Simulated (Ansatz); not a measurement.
C$_{3}$H$_{10}$OSi, SMILES `CC(C)(O)[SiH3]` at its PBE0-D4/def2-TZVP geometry, where that method's forces vanish. Charge 0, multiplicity 1.

```xyz
15

C    -0.0521   -1.3462   -0.6467
C     0.0669    0.1187   -0.2518
C     1.3483    0.3643    0.5315
O     0.0320    0.9479   -1.4143
Si   -1.4543    0.6714    0.7537
H     0.8160   -1.6446   -1.2483
H    -0.0832   -1.9983    0.2300
H    -0.9512   -1.5206   -1.2411
H     2.2179    0.0672   -0.0685
H     1.3732   -0.2184    1.4559
H     1.4571    1.4210    0.7842
H     0.7843    0.7161   -1.9707
H    -1.5248   -0.1356    2.0039
H    -1.3348    2.1076    1.1147
H    -2.6953    0.4495   -0.0324
```

Problem. What forces (eV/Å) does PBE-D4/def2-TZVPP give on these atoms in Ansatz? (Estimate.)

Solution. The calculation gave: 
```
C1  -0.042 -0.058  0.024
C2   0.035 -0.149  0.175
C3   0.016  0.013  0.073
O4  -0.423  0.468 -0.176
Si5 -0.058  0.016  0.047
H6   0.175 -0.059 -0.118
H7  -0.007 -0.150  0.165
H8  -0.174 -0.044 -0.116
H9   0.173 -0.062 -0.120
H10  0.025 -0.111  0.192
H11  0.029  0.204  0.055
H12  0.382 -0.119 -0.281
H13 -0.010 -0.075  0.122
H14  0.009  0.147  0.038
H15 -0.129 -0.021 -0.078
```
